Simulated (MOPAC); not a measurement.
A run for MOPAC: PM7 on TaO, 2S+1 = 2, a spin state set in the input, which need not be the lowest, a point of a bond scan (R = 1.644 Å).

```
PM7 1SCF PRECISE CHARGE=0 UHF MS=0.5 THREADS=1
OTa

Ta     0.00000000 1     0.00000000 1     0.00000000 1
O      0.00000000 1     0.00000000 1     1.64366100 1
```

The log:

```
*******************************************************************************
 **                                                                           **
 **                              MOPAC v23.2.5                                **
 **                                                                           **
 *******************************************************************************
 ** MOPAC's Digital Object Identifier: https://doi.org/10.5281/zenodo.6511958 **
 **                                                                           **
 ** Please cite the open-source release paper for use of this MOPAC version:  **
 ** J. E. Moussa and J. J. P. Stewart (2026)                                  **
 ** MOPAC: An open-source semiempirical molecular orbital program             **
 ** J. Open Source Softw., 11(119), 8025, https://doi.org/10.21105/joss.08025 **
 *******************************************************************************

                              PM7 CALCULATION RESULTS

 *******************************************************************************
 *  PM7        - The PM7 Hamiltonian to be used
 *  UHF        - UNRESTRICTED HARTREE-FOCK CALCULATION
 *
 *
 *
 *                 CHARGE ON SYSTEM = 0
 *
 *
 *
 *  MS=        - IN MECI, MAGNETIC COMPONENT OF SPIN =  0.5
 *  PRECISE    - TIGHTER CRITERIA TO BE USED
 *  1SCF       - DO 1 SCF AND THEN STOP
 *  THREADS=1  - MULTI-THREADING NOT USED
 *  T=         - A TIME OF 172800.0 SECONDS REQUESTED
 *  DUMP=N     - RESTART FILE WRITTEN EVERY 7200.0 SECONDS REQUESTED
 *******************************************************************************
PM7 1SCF PRECISE CHARGE=0 UHF MS=0.5 THREADS=1
 OTa

   ATOM   CHEMICAL          X               Y               Z
  NUMBER   SYMBOL      (ANGSTROMS)     (ANGSTROMS)     (ANGSTROMS)

     1      Ta          0.00000000  *   0.00000000  *   0.00000000  *
     2       O          0.00000000  *   0.00000000  *   1.64366100  *



          CARTESIAN COORDINATES

    NO.       ATOM           X           Y           Z

     1        Ta          0.0000      0.0000      0.0000
     2         O          0.0000      0.0000      1.6437

 General Reference for PM7:
 "Optimization of Parameters for Semiempirical Methods VI: More Modifications to the
 NDDO Approximations and Re-optimization of Parameters", J. J. P. Stewart, J. Mol. Mod., 1:32, 19 (2013)
 https://link.springer.com/article/10.1007/s00894-012-1667-x

           Empirical Formula: O Ta  =     2 atoms



      MOLECULAR POINT GROUP   :   C*v


          UHF CALCULATION, NO. OF ALPHA ELECTRONS =    6
                           NO. OF BETA  ELECTRONS =    5

 -------------------------------------------------------------------------------
 PM7 1SCF PRECISE CHARGE=0 UHF MS=0.5 THREADS=1
 OTa



     1SCF WAS SPECIFIED, SO BFGS WAS NOT USED
     SCF FIELD WAS ACHIEVED


                              PM7 CALCULATION
                                                       MOPAC v23.2.5 Linux




          FINAL HEAT OF FORMATION =         30.54230 KCAL/MOL =     127.78897 KJ/MOL


          COSMO AREA              =         87.22 SQUARE ANGSTROMS
          COSMO VOLUME            =         75.41 CUBIC ANGSTROMS

          IONIZATION POTENTIAL    =          6.862301 EV
          ALPHA SOMO LUMO (EV)    =         -7.186 -0.764
          BETA  SOMO LUMO (EV)    =         -6.862 -0.462
          NO. OF ALPHA ELECTRONS  =          6
          NO. OF BETA  ELECTRONS  =          5
          MOLECULAR WEIGHT        =        196.9473         POINT GROUP:  C*v

          MOLECULAR DIMENSIONS (Angstroms)

            Atom       Atom       Distance
            O     2   Ta     1     1.64366
            O     2   Ta     1     0.00000
           Ta     1    O     2     0.00000


          SCF CALCULATIONS        =          1





   ATOM   CHEMICAL          X               Y               Z
  NUMBER   SYMBOL      (ANGSTROMS)     (ANGSTROMS)     (ANGSTROMS)

     1      Ta          0.00000000  *   0.00000000  *   0.00000000  *
     2       O          0.00000000  *   0.00000000  *   1.64366100  *

                             CARTESIAN COORDINATES

   1   Ta        0.000000000     0.000000000     0.000000000
   2    O        0.000000000     0.000000000     1.643661000


           Empirical Formula: O Ta  =     2 atoms



      MOLECULAR POINT GROUP   :   C*v


          ALPHA EIGENVALUES
 -26.43122 -13.34321 -12.91073 -12.91073  -8.20983  -7.18583  -0.76384   2.05678
   2.05678   3.17230  23.11614  23.11614  23.96033


           BETA EIGENVALUES
 -26.85301 -13.27354 -12.99216 -12.99216  -6.86230  -0.46178   0.01698   2.31471
   2.31471   3.38625  24.33421  24.76162  24.76162


              NET ATOMIC CHARGES AND DIPOLE CONTRIBUTIONS

  ATOM NO.   TYPE          CHARGE      No. of ELECS.   s-Pop       p-Pop       d-Pop
    1         Ta           0.340140        4.6599     1.90774     0.01393     2.73818
    2          O          -0.340140        6.3401     1.75238     4.58776
 DIPOLE           X         Y         Z       TOTAL
 POINT-CHG.     0.000     0.000    -2.685     2.685
 HYBRID         0.000    -0.000    -0.697     0.697
 SUM            0.000    -0.000    -3.382     3.382


          ATOMIC ORBITAL ELECTRON POPULATIONS

     Atom    s        px        py        pz      x^2-y^2     xz        z^2       yz        xy
    1 Ta   1.90774   0.00060   0.00060   0.01273   1.00000   0.62145   0.49529   0.62145   0.00000
    2  O   1.75238   1.37795   1.37795   1.83186


                    (SZ)    =    0.500000
                    (S**2)  =    0.758351


          ATOMIC ORBITAL SPIN POPULATIONS

    Atom   Total    s     px     py     pz   x^2-y^2  xz     z^2    yz     xy
         Atomic
    1 Ta  1.1085 -0.019  0.000  0.000  0.000  1.000  0.039  0.049  0.039  0.000
    2  O -0.1085 -0.006 -0.039 -0.039 -0.024

 **********************
 *                    *
 * JOB ENDED NORMALLY *
 *                    *
 **********************




 == MOPAC DONE ==
```

The run finished.

Cost: about 0.020 core-seconds (a rough figure).
